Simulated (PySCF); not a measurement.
A PySCF script (with the pyscf-properties extension) for the NMR shieldings of SMILES [SiH2]([SiH2]C(N(C)C)=O)O[SiH3], C₃H₁₃NO₂Si₃, on a GFN2-xTB geometry:

```python
import basis_set_exchange as bse
import numpy as np
from pyscf import gto, dft
from pyscf.prop import nmr

atoms = """
C    -3.452733   -1.050948    0.689769
N    -2.405503   -0.129524    0.305388
C    -2.852324    1.180342   -0.078837
C    -1.116754   -0.507790    0.333914
O    -0.789750   -1.641005    0.695063
Si    0.362406    0.600564   -0.181160
Si    2.046449   -0.926331    0.171420
O     3.436992   -0.170423   -0.233596
Si    4.772528    0.479744   -0.851529
H    -2.982610   -1.992208    0.968065
H    -4.137764   -1.216275   -0.145167
H    -4.015439   -0.656735    1.538931
H    -3.560624    1.105951   -0.908970
H    -3.357487    1.667317    0.760754
H    -2.008819    1.790938   -0.385469
H     0.311943    1.839262    0.624904
H     0.096617    1.098206   -1.549098
H     2.263255   -1.314390    1.568845
H     2.003195   -2.118681   -0.681595
H     5.909802   -0.274399   -0.329053
H     4.683517    0.382754   -2.308296
H     4.782692    1.873016   -0.405916
"""
names = dict.fromkeys(["C", "N", "O", "Si", "H"], "pcSseg-1")
basis = {el: gto.basis.parse(bse.get_basis(n, elements=[el], fmt="nwchem")) for el, n in names.items()}
mol = gto.M(atom=atoms, basis=basis, charge=0, verbose=0)
mf = dft.RKS(mol, xc="PBE0")
mf.grids.level = 2
mf.grids.alignment = dft.numint.BLKSIZE   # the property module wants whole blocks of grid points
mf.conv_tol = 1e-9
mf.kernel()

calc = nmr.RKS(mf)   # GIAO
C = mf.mo_coeff
Co = C[:, mf.mo_occ > 0]
resp = mf.gen_response(singlet=True, hermi=2)
def vind(x):   # induced exchange potential for any number of trial vectors
    d = np.einsum("pi,xij,qj->xpq", C, 2 * x.reshape(-1, C.shape[1], Co.shape[1]), Co, optimize=True)
    return np.einsum("xpq,pi,qj->xij", resp(d - d.transpose(0, 2, 1)), C, Co, optimize=True).ravel()
mo1, _ = nmr.rhf.solve_mo1(calc, with_cphf=vind)
sigma = calc.kernel(mo1)
for i, s in enumerate(sigma):   # ppm
    w = np.linalg.eigvalsh((s + s.T) / 2)
    print("%2d %-2s iso %8.1f  s11 %8.1f  s22 %8.1f  s33 %8.1f" % (i, mol.atom_pure_symbol(i), w.mean(), *w))
```

**Question.** What are the results?

**Answer.** 
```
 0 C  iso    156.1  s11    125.3  s22    157.5  s33    185.4
 1 N  iso    126.1  s11    -12.9  s22    168.8  s33    222.3
 2 C  iso    145.8  s11    126.1  s22    129.5  s33    182.0
 3 C  iso      0.2  s11    -72.6  s22    -13.0  s33     86.3
 4 O  iso   -163.2  s11   -565.8  s22   -180.9  s33    256.9
 5 Si iso    433.7  s11    373.0  s22    421.9  s33    506.3
 6 Si iso    386.1  s11    343.4  s22    361.4  s33    453.4
 7 O  iso    340.7  s11    242.4  s22    384.3  s33    395.3
 8 Si iso    395.5  s11    357.4  s22    361.8  s33    467.3
 9 H  iso     26.8  s11     21.4  s22     27.8  s33     31.2
10 H  iso     29.7  s11     24.9  s22     27.6  s33     36.6
11 H  iso     29.7  s11     24.9  s22     27.5  s33     36.6
12 H  iso     28.8  s11     25.1  s22     26.4  s33     34.9
13 H  iso     28.8  s11     25.1  s22     26.3  s33     34.9
14 H  iso     28.4  s11     23.9  s22     29.5  s33     31.9
15 H  iso     26.9  s11     23.1  s22     27.3  s33     30.2
16 H  iso     26.9  s11     23.1  s22     27.4  s33     30.1
17 H  iso     26.1  s11     22.1  s22     26.0  s33     30.0
18 H  iso     26.1  s11     22.1  s22     26.1  s33     29.9
19 H  iso     26.7  s11     23.2  s22     24.9  s33     31.9
20 H  iso     26.7  s11     23.2  s22     25.3  s33     31.5
21 H  iso     26.7  s11     23.1  s22     25.5  s33     31.6
```

These numbers come from an equivalent density-fitted implementation of the same equations, which agrees with the script to about 0.01 ppm for H and up to a few tenths of a ppm for heavy atoms, so last digits may differ.

Size and cost of the density-fitted run: 239 basis functions, 110 s wall time on 1 thread of an Arm Neoverse N1, shared host; peak memory 1.1 GiB.
